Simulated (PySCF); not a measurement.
Bond length, frequency and bond energy of Sb₂ by level of theory

State: ¹Σg⁺ (singlet), closed shell. Set-up: Sb def2-TZVPPD with ECP28; scalar-relativistic core potentials (PySCF 2.14). De refers to Sb + Sb in their high-spin ground configurations, without counterpoise correction.

```
      Level  Re (Å)  ωe (cm⁻¹)  De (eV)  CPU s a point (SCF and correlation, without the integrals)
    RHF-MP2   2.509        255     2.80                                                           2
RHF-SCS-MP2   2.510        258     2.74                                                         n/a
   RHF-CCSD   2.471        293     2.22                                                         n/a
RHF-CCSD(T)   2.500        273     2.69                                                          87
        PBE   2.501        277     3.23                                                         2.8
       TPSS   2.488        283     3.09                                                         4.2
     r²SCAN   2.475        291     2.76                                                         4.5
      TPSSh   2.474        291     2.91                                                         5.2
       PBE0   2.463        299     2.72                                                         5.9
    r²SCAN0   2.450        306     2.40                                                         4.9
      HSE06   2.471        295     2.94                                                         5.2
     M06-2X   2.450        310     1.14                                                           5
     B2PLYP   2.505        267     3.07                                                         5.3
```

Task: Which functional lies closest to RHF-CCSD(T) in De, which farthest, and by how much do they differ from it?

Result: Closest is PBE0 (-3.7 pm in Re, +9.5 % in ωe, +0.03 eV in De against RHF-CCSD(T) in the same basis), farthest M06-2X (-5.0 pm in Re, +13.6 % in ωe, -1.55 eV in De). CCSD(T) converges more slowly with the basis than the functionals do and binds too weakly in this one, so the order can change at the basis-set limit.

Task: What does a quarter of exact exchange do here, going from PBE to PBE0?

Result: PBE0 less PBE: -3.8 pm in Re, +7.9 % in ωe, -0.51 eV in De. Exact exchange removes part of the self-interaction that spreads semilocal densities, and in most molecules shortens and stiffens the bond and lowers De; so it does here.

Task: What does the step from GGA to meta-GGA do here, going from PBE to r²SCAN?

Result: r²SCAN less PBE: -2.6 pm in Re, +5.1 % in ωe, -0.47 eV in De. 

Correlated steps freeze 8 core orbitals. Closed-shell solutions of metal pairs were not tested for spin polarisation, which can lower them a little. These are scalar-relativistic numbers at best; spin–orbit coupling would shift them, the dissociation energy most. Where the molecule has an RHF reference, its open-shell atoms are computed with UHF. B2PLYP dipoles, levels and charges come from its SCF part alone.

The whole job (state search and all levels along the bond) took about 13 min on 2 threads of Arm Neoverse V2 (shared host), peak memory 3.9 GiB.
